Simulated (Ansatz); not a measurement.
Calculated with Ansatz (gas phase, PBE0-D4/def2-TZVP geometries, no zero-point term in ΔE). CCSD(T)/CBS adds triple-zeta CCSD(T) − MP2 to the extrapolated MP2 energy (def2 sets, frozen cores). This one scheme is used for every species. Each species was taken in one conformer, which may not be the lowest.

Consider the hydrogenolysis of the Si–O bond: `[CH3][AlH][O][SiH2]O` + H₂ → `[CH3][AlH][O][SiH3]` + H₂O.

`[CH3][AlH][O][SiH2]O`:

Z-matrix (Å, degrees):
```
C
Al 1 1.941
H 1 1.094 2 111.3
H 1 1.092 2 112.4 3 121.8
H 1 1.096 2 110.5 3 -118.0
O 2 1.689 1 119.7 3 -136.3
H 2 1.584 1 123.8 3 45.0
Si 6 1.616 2 171.9 1 130.8
O 8 1.643 6 112.7 2 16.4
H 8 1.480 6 110.3 2 -100.0
H 8 1.488 6 107.8 2 138.1
H 9 0.958 8 117.7 6 70.3
```

H₂:

Z-matrix (Å, degrees):
```
H
H 1 0.746
```

`[CH3][AlH][O][SiH3]`:

Cartesian coordinates in Å:
```
C 1.065 -0.704 1.802
Al -0.656 -0.488 0.930
O -0.735 0.194 -0.612
Si -0.524 0.890 -2.060
H 1.822 -0.023 1.404
H 1.440 -1.724 1.657
H 0.994 -0.548 2.883
H -2.034 -0.933 1.569
H -0.714 -0.114 -3.142
H 0.848 1.458 -2.180
H -1.506 1.991 -2.251
```

H₂O:

Z-matrix (Å, degrees):
```
O
H 1 0.960
H 1 0.960 2 105.1
```

```
               species  CCSD(T)/CBS(def2) energy (Eh)
`[CH3][AlH][O][SiH2]O`                     -723.86989
                    H₂                       -1.17544
 `[CH3][AlH][O][SiH3]`                     -648.63113
                   H₂O                      -76.37941
```

(1) Work out ΔE.

Largest T1 diagnostic among the species: 0.012.

Results:

(1) ΔE = (-648.63113) + (-76.37941) − (-723.86989) − (-1.17544) = 0.03479 Eh = +21.8 kcal/mol.

At CCSD(T), def2-SVP lies −3.2 kcal/mol from the extrapolated value and def2-TZVPP −0.1 kcal/mol. The D4 term adds +1.0 kcal/mol with B3LYP and +0.5 kcal/mol with PBE0; it sums over pairs of atoms, weighted by their polarisabilities, and B3LYP, whose exchange is more repulsive, gets the larger term.

B3LYP here is the variant with VWN-RPA as its local correlation; programs differ in this.
